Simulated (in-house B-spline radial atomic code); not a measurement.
Settings and results of a run for Tc III (Tc2+). Computed with an all-electron radial atomic-structure program (B-spline basis): Dirac-Kohn-Sham LDA VWN5, spherical fractional occupations, Fermi nucleus of rms radius 4.41117 fm, inside a hard spherical wall at 1.44 bohr.

Command:
```bash
python run_scf.py task.json out
```
Settings (nuclear radius in fm, mass in u):
```
Z                43
configuration    [Ar] 3d10 4s2 4p5 4d5 4f1
hamiltonian      dirac
method           lda,vwn
spin_polarised   False
nucleus          fermi
rms_radius       4.41117
atomic_mass      96.90636
speed_of_light   137.035999084
wall_radius      1.44
```

Output (hartree, bohr):
```
 radial grid: 57 intervals, B-splines of order 8, outer radius 1.44 bohr

 iter        energy (Eh)    residual
    1       -4243.380063    3.56e-01
    2       -4243.996609    7.81e-02
    3       -4244.061175    1.68e-02
    4       -4244.064860    5.01e-03
    5       -4244.065204    2.03e-03
    6       -4244.065244    5.94e-04
    7       -4244.065248    1.05e-06
    8       -4244.065248    8.09e-08

 total energy                     -4244.06525
 kinetic                            4560.1162
 electron-nucleus                 -10553.3431
 Hartree                            1879.5523
 exchange-correlation               -130.3906

 first-order corrections (not in the total)
   Gaunt                             2.9559
   retardation                      -0.2976
   frequency dependence             -0.0188
   self-energy                       1.9627
   Uehling                          -0.2282
   Wichmann-Kroll                    0.0036

 orbital      occ     eigenvalue          <r>       <r^2>       <1/r>       <r^4>     <1/r^3>       r_max    small
 1s1/2      2.000      -760.8069    0.0343186  0.00158966     44.6573 6.54492e-06           -     0.02231  2.46e-02
 2s1/2      2.000      -104.8107       0.1496   0.0264443     10.1769  0.00120794           -      0.1265  5.05e-03
 2p1/2      2.000       -96.3216     0.127344   0.0199159     10.1633  0.00079878           -     0.09822  5.07e-03
 2p3/2      4.000       -91.9945     0.132036   0.0212818     9.65247 0.000899637     2584.12      0.1021  4.89e-03
 3s1/2      2.000       -15.3826     0.422811    0.205305     3.43989   0.0658183           -       0.376  1.32e-03
 3p1/2      2.000       -12.1234      0.41824     0.20427      3.3351   0.0686739           -      0.3634  1.26e-03
 3p3/2      4.000       -11.4299     0.429672    0.215319     3.20999    0.075994     419.392      0.3733  1.21e-03
 3d3/2      4.000        -5.6019     0.412444     0.20517     3.00799   0.0804313     60.6253      0.3157  1.09e-03
 3d5/2      6.000        -5.4726     0.416221    0.208732     2.97576   0.0829415      57.612      0.3187  1.08e-03
 4s1/2      2.000         0.7616     0.850939    0.795076        1.64    0.793402           -      0.8993  5.55e-04
 4p1/2      1.667         2.0121     0.852949    0.803475     1.62318    0.814992           -      0.9153  5.60e-04
 4p3/2      3.333         2.2353     0.856656    0.811503     1.61287     0.83183     139.249      0.9257  5.69e-04
 4d3/2      2.000         4.4068     0.846553    0.805753     1.58916    0.840584     22.9309      0.9453  5.69e-04
 4d5/2      3.000         4.4565     0.846863    0.806862     1.58795    0.843699     22.1462      0.9476  5.71e-04
 4f5/2      0.429         6.3415     0.871854    0.808832      1.2434    0.798886     2.76774      0.9041  3.59e-04
 4f7/2      0.571         6.3460     0.872277    0.809501     1.24248     0.79991     2.75605      0.9045  3.59e-04
```

Cost of the run: 0.53 s on 1 thread of Arm Neoverse V1 (shared host).

For the Dirac Hamiltonian the kinetic term is c α·p + (β - 1)c².
